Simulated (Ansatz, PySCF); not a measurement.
Molecule: tellane, H2Te, charge 0, multiplicity 1. 
Geometry from a B3LYP-D3(BJ)/def2-TZVP (Ansatz, a first-principles code) optimisation:
SMILES: [TeH2]
```xyz
3

Te    -0.0007     0.0433     0.0023
H     -1.1604    -1.1450    -0.0483
H      1.1973    -1.1053    -0.0693
```
Charge 0, spin multiplicity 1.

Quantity: vertical ionisation energy (to the doublet state of charge +1; each state is the SCF solution reached for its spin), in eV. Valence correlation only, unless marked. Open shells are spin-unrestricted. Spin-orbit coupling is left out. The frozen core is the preceding noble-gas configuration, with the filled d and f shells of earlier blocks. In def2 rows, elements after Kr have scalar-relativistic effective core potentials. CBS(X,Y): correlation extrapolated as X^-3; Hartree-Fock from the larger set.

```tsv
level	program	vertical ionisation energy (eV)
r2SCAN/def2-TZVPD	Ansatz	8.95
M06-2X/def2-TZVPD	PySCF	?
SCS-MP2/def2-SVPD	Ansatz	8.71
SCS-MP2/def2-QZVPPD	Ansatz	8.96
CCSD/def2-SVPD	Ansatz	8.71
CCSD(T)/CBS(def2-TZVPPD,def2-QZVPPD)	Ansatz	?
```

Q: Fill in the missing entries.

A: 
- M06-2X/def2-TZVPD, vertical ionisation energy (eV): 8.77
- CCSD(T)/CBS(def2-TZVPPD,def2-QZVPPD), vertical ionisation energy (eV): 9.09
